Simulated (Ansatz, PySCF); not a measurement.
Gas-phase reaction in SMILES: [PbH3] (PbH3) -> [PbH3-] (an electron is taken up)
Each molecule is optimised on its own at B3LYP-D3(BJ)/def2-TZVP (Ansatz, a program for electronic structure).

Wanted: adiabatic electron affinity (0 K, with B3LYP-D3(BJ) harmonic zero-point energies from PySCF), positive where the reaction releases energy, in eV. Cores are frozen in the correlated levels unless marked. Open shells are spin-unrestricted. No spin-orbit coupling. The frozen core is the preceding noble-gas configuration, with the filled d and f shells of earlier blocks. Past Kr the def2 sets carry scalar-relativistic core potentials. Anions need diffuse functions: def2-D sets add few; the other sets have none. 

```csv
level,program,adiabatic electron affinity (eV)
HF/def2-SVP,Ansatz,1.18
revPBE-D4/def2-TZVPD,Ansatz + dftd4,2.31
r2SCAN/def2-TZVPD,Ansatz,2.18
B3LYP-D4/def2-TZVPD,Ansatz + dftd4,2.41
TPSSh-D3(BJ)/def2-TZVPD,PySCF + dftd3,2.22
TPSSh-D4/def2-TZVPD,PySCF + dftd4,2.27
r2SCAN0-D4/def2-TZVPD,Ansatz + dftd4,2.16
HSE06-D4/def2-TZVPD,Ansatz + dftd4,2.20
MP2/def2-QZVPP,Ansatz,2.04
```
